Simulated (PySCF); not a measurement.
Screening by computed properties: pick the candidate that meets the target.

All species are isolated and taken at one optimised geometry, non-relativistic unless stated; the electronic structure was computed with PySCF and density fitting.

Dipoles, sizes and rotational constants follow the conformer. The torsions of the flexible species, by atom-mapped SMILES:
- `[CH3:1][CH2:2][NH:3][SiH2:4][C@@H:5]([CH3:6])[N:7]([CH3:8])[CH3:9]`: C1–C2–N3–Si4 -88°, C2–N3–Si4–C5 173°, N3–Si4–C5–C6 -170°, Si4–C5–N7–C8 -71°
- `[CH2:1]=[CH:2]/[CH:3]=[N:4]\[N:5]=[C:6](\[CH3:7])[CH2:8][CH3:9]`: C1–C2–C3–N4 178°, C3–N4–N5–C6 -105°, N5–C6–C8–C9 105°
- `[CH2:1]=[P:2]([CH3:3])([CH3:4])[C@H:5]([CH3:6])[CH2:7][CH3:8]`: C1–P2–C5–C6 64°, P2–C5–C7–C8 -171°
- `[CH3:1][C:2]([CH3:3])([CH3:4])[c:5]1[cH:6][n:7][nH:8][cH:9]1`: C1–C2–C5–C6 -1°
- `[CH3:1][CH2:2]/[CH:3]=[CH:4]\[SiH2:5][S:6][SiH2:7][CH3:8]`: C1–C2–C3–C4 -116°, C3–C4–Si5–S6 175°, C4–Si5–S6–Si7 61°, Si5–S6–Si7–C8 57°
- `[H]/[N:9]=[CH:8]/[CH2:7]/[CH:6]=[C:4](\[CH2:3][N:2]=[CH2:1])[CH3:5]`: C1–N2–C3–C4 123°, N2–C3–C4–C5 71°, C4–C6–C7–C8 78°, C6–C7–C8–N9 -125°
- `[CH:1]#[C:2][CH2:3][NH:4]/[N:5]=[C:6](/[CH3:7])[CH2:8][CH3:9]`: C2–C3–N4–N5 -91°, C3–N4–N5–C6 158°, N5–C6–C8–C9 -83°

Question: Wanted: smallest rotational constant above 0.94 GHz (GFN2-xTB) and HOMO–LUMO gap above 7.2 eV (PBE0/pcSseg-1), at GFN2-xTB geometries. Which candidate meets both?
A. `[H]/N=C/C/C=C(/C)CN=C`
B. `C=P(C)(C)[C@H](C)CC`
C. `c1(C(C)(C)C)c[nH]nc1`
D. `CC/C=C\[SiH2]S[SiH2]C`
E. `C=C/C=N\N=C(/CC)C`
F. `CCN[SiH2][C@@H](C)N(C)C`

Answer: C. Computed values:
```
                species  smallest rotational constant  HOMO–LUMO gap
  CC/C=C\[SiH2]S[SiH2]C                     0.441 GHz        6.52 eV
CCN[SiH2][C@@H](C)N(C)C                     0.656 GHz        6.94 eV
      C=C/C=N\N=C(/CC)C                     0.790 GHz        5.20 eV
  [H]/N=C/C/C=C(/C)CN=C                     0.911 GHz        6.74 eV
    C=P(C)(C)[C@H](C)CC                     0.970 GHz        6.05 eV
   c1(C(C)(C)C)c[nH]nc1                     1.066 GHz        7.39 eV
```

Question: Wanted: dipole moment above 2 D (PBE0/pcSseg-1) and HOMO energy below -6.7 eV (PBE0/pcSseg-1), at GFN2-xTB geometries. Which candidate meets both?
A. `CC/C=C\[SiH2]S[SiH2]C`
B. `C=C/C=N\N=C(\C)CC`
C. `C=P(C)(C)[C@H](C)CC`
D. `CCN[SiH2][C@@H](C)N(C)C`
E. `C#CCN/N=C(/C)CC`

Answer: A. Computed values:
```csv
species,dipole moment,HOMO energy
CCN[SiH2][C@@H](C)N(C)C,1.20 D,-5.98 eV
C#CCN/N=C(/C)CC,1.81 D,-6.09 eV
C=C/C=N\N=C(\C)CC,2.21 D,-6.32 eV
CC/C=C\[SiH2]S[SiH2]C,2.88 D,-7.06 eV
C=P(C)(C)[C@H](C)CC,3.19 D,-5.10 eV
```
